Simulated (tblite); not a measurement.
Compound: C₆H₆F (doublet state).
InChI=1S/C6H6F/c1-5-3-2-4-6(5)7/h3H,4H2,1H3

Computed with GFN2-xTB (tblite): harmonic, unscaled wavenumbers at the GFN2-xTB geometry, gas phase. Against measured fundamentals such values can be off by several per cent, at times by over 20. Open shells enter through the occupations alone, without spin polarisation, and single modes of such species can be off by tens of per cent.

Harmonic wavenumbers (cm⁻¹): 109.7, 202.7, 223.6, 232.1, 353.9, 394.8, 485.3, 575.6, 676.4, 783.9, 806.4, 881.5, 949.4, 1010.0, 1013.1, 1041.5, 1079.7, 1130.7, 1192.9, 1214.4, 1280.1, 1386.5, 1397.2, 1463.3, 1472.7, 1612.4, 1704.7, 2971.9, 2991.8, 3004.1, 3015.9, 3037.9, 3161.2.

A = 3562, B = 3309, C = 1753 MHz; mass 97.045 u (most abundant isotopes); point group Cs, symmetry number 1; spin multiplicity 2.

What is the zero-point energy?

½Σν̃ = 21429 cm⁻¹ = 61.27 kcal/mol.

What is S at 350 K and 1 bar for an ideal gas of classical rigid rotors and harmonic oscillators?

Translation 40.45, rotation 27.62, vibration 17.35, spin (R ln 2) 1.38: S = 86.8 cal/(mol K).

And Cp and H(350 K) − H(0)?

Cp = 30.16 cal/(mol K), of which vibrations give 22.21 (their classical limit is 33 R = 65.6); H(350 K) − H(0) = 6.35 kcal/mol without the zero-point energy, 3.57 from vibrations.

How do the functions run with temperature in this model?

```
 T (K)  S (cal/(mol K))  Cp (cal/(mol K))  H − H(0) (kcal/mol)  G − H(0) (kcal/mol)  ln q(vib)
    50             54.4               9.3                 0.42                -2.31       0.05
   100             62.0              13.0                 0.97                -5.23       0.37
298.15             82.3              26.5                 4.88               -19.64       2.85
373.15             88.8              31.7                 7.07               -26.06       3.94
   500             99.2              39.3                11.59               -37.99       5.86
   750            117.3              49.8                22.83               -65.11       9.69
  1000            132.5              56.4                36.16               -96.38      13.35
```

q(vib) and H(0) count from the zero-point level.

Which modes carry the vibrational entropy at 350 K?

109.7 cm⁻¹: 3.59; 202.7 cm⁻¹: 2.41; 223.6 cm⁻¹: 2.22; 232.1 cm⁻¹: 2.15; 353.9 cm⁻¹: 1.41; 394.8 cm⁻¹: 1.23 cal/(mol K); the other 27 give 4.34 together.

Hindered rotation and anharmonicity are outside this model.
